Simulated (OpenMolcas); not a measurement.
**C2H6Cd (dimethylcadmium): methods side by side**

C2H6Cd has 9 atoms, charge 0, and is taken as a singlet. SMILES: `[CH3][Cd][CH3]`. The coordinates come from a PBE0-D4/def2-TZVP relaxation.

```xyz
9

C    -1.0733    1.3986   -1.1656
Cd    0.0000    0.0000    0.0000
C     1.0733   -1.3986    1.1656
H    -1.9609    0.9355   -1.6016
H    -0.4514    1.7798   -1.9782
H    -1.3936    2.2443   -0.5535
H     0.5989   -2.3812    1.1210
H     2.0983   -1.4961    0.8021
H     1.1087   -1.0822    2.2102
```

Quantity: the energy change with the Cd2–C3 bond stretched from 2.113 to 3.804 Å, in eV. The values are calculated.

| level | kind | program | value (eV) | CPU time (all runs) |
| --- | --- | --- | --- | --- |
| HF/def2-SVP (core potential) (restricted) | Hartree–Fock | OpenMolcas | 3.39 | 16 s |
| SVWN5/def2-SVP (core potential) (restricted) | LDA | OpenMolcas | 3.24 | 51 s |
| BLYP/def2-SVP (core potential) (restricted) | GGA | OpenMolcas | 2.56 | 74 s |
| M06-L/def2-SVP (core potential) (restricted) | meta-GGA | OpenMolcas | 2.93 | 86 s |
| TPSS/def2-SVP (core potential) (restricted) | meta-GGA | OpenMolcas | 2.85 | 91 s |
| B3LYP/def2-SVP (core potential) (restricted) | global hybrid | OpenMolcas | 2.93 | 62 s |
| BHLYP/def2-SVP (core potential) (restricted) | global hybrid | OpenMolcas | 3.32 | 57 s |
| B2PLYP/def2-SVP (core potential) (restricted) | double hybrid | OpenMolcas | 3.05 | 47 s |

The first shape isn't each level's own minimum. The values span 2.56 to 3.39 eV. Times are those of the runs behind each value, whatever else they computed, on shared processors of several kinds: orders of magnitude only.
